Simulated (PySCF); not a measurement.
SnOCl2, SMILES [O]=[Sn]([Cl])[Cl].

The structure is a stationary point at B3LYP-D3(BJ)/def2-SVP. The def2 effective core potentials stand for the cores of Sn; spin–orbit coupling is left out.

All values below come from TDDFT-M06-2X/def2-SVPD in PySCF.

Vertical excitations. The molecule is in vacuum. State labels are in the subgroup C2v.

Computed lowest excited states:
| state | symmetry | energy (eV) | λ (nm) | f | main pairs |
|---|---|---|---|---|---|
| S1 | B2 | 2.99 | 414 | 0.017 | HOMO→LUMO 95 % |
| S2 | B1 | 3.11 | 399 | 0.006 | HOMO−1→LUMO 95 % |
| S3 | A2 | 4.30 | 289 | 0.000 | HOMO→LUMO+1 98 % |
| S4 | A1 | 4.67 | 266 | 0.013 | HOMO−1→LUMO+1 56 %, HOMO−2→LUMO 41 % |
| S5 | B2 | 5.16 | 240 | 0.028 | HOMO−3→LUMO 95 % |
| S6 | A2 | 5.29 | 234 | 0.000 | HOMO−4→LUMO 97 % |
| S7 | A1 | 5.61 | 221 | 0.039 | HOMO−6→LUMO 54 %, HOMO−2→LUMO 28 %, HOMO−1→LUMO+1 12 % |
| S8 | B1 | 5.70 | 217 | 0.002 | HOMO−2→LUMO+1 58 %, HOMO−5→LUMO 37 % |
| S9 | B1 | 5.96 | 208 | 0.031 | HOMO−5→LUMO 59 %, HOMO−2→LUMO+1 38 % |
| S10 | A2 | 6.31 | 196 | 0.000 | HOMO−3→LUMO+1 99 % |
| T1 | B2 | 2.51 | 494 | 0 | HOMO→LUMO 93 % |
| T2 | B1 | 2.68 | 463 | 0 | HOMO−1→LUMO 93 % |
| T3 | A1 | 3.72 | 333 | 0 | HOMO−2→LUMO 53 %, HOMO−1→LUMO+1 36 % |
| T4 | A2 | 4.11 | 301 | 0 | HOMO→LUMO+1 97 % |
Triplets are in the Tamm–Dancoff approximation, which puts them higher than full response would, so one can lie above its singlet here.
